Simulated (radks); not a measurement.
The numbers below are computed, except where a source is named.
The bismuth anion Bi3-, [Rn], held by a Watson sphere: a shell of charge +3 at radius R that stands for the Madelung well of a crystal (potential energy -3/R inside, -3/r outside, in hartree with lengths in bohr). Level of theory: scalar-relativistic Kohn-Sham, LDA (Slater exchange, Perdew-Wang correlation), spin-polarised, spherical densities, point nucleus (a radial shooting solver on a logarithmic mesh with Libxc functionals). Response by self-consistent Sternheimer equations with the Hartree and adiabatic LDA kernel, the relativistic mass of each level held fixed and spin-orbit coupling left out. The sphere does not respond.

R (bohr)  e(5d) (eV)  e(6s) (eV)  e(6p) (eV)  <r> 6p (bohr)  sum of <r^2> (bohr^2)  X-ray form factor at sin(theta)/lambda = 0.1 1/angstrom  alpha (bohr^3)
2.88         -26.676     -15.879      -6.552          2.982                  105.1                                                   79.754           64.57
2.89         -26.649     -15.849      -6.537          2.986                  105.3                                                   79.748           64.95
3.18         -25.986     -15.051      -6.092          3.104                  110.6                                                   79.567           77.40
3.35         -25.680     -14.640      -5.834          3.173                  113.8                                                   79.465           85.93
3.5          -25.447     -14.309      -5.611          3.234                  116.7                                                   79.380           94.28
4.04         -24.813     -13.341      -4.863          3.449                  127.4                                                   79.102           131.3
4.05         -24.804     -13.326      -4.850          3.453                  127.6                                                   79.097           132.1
5.52         -23.898     -11.870      -3.335          4.000                  159.6                                                   78.585           307.3
6.63         -23.544     -11.346      -2.597          4.380                  187.1                                                   78.402           548.9
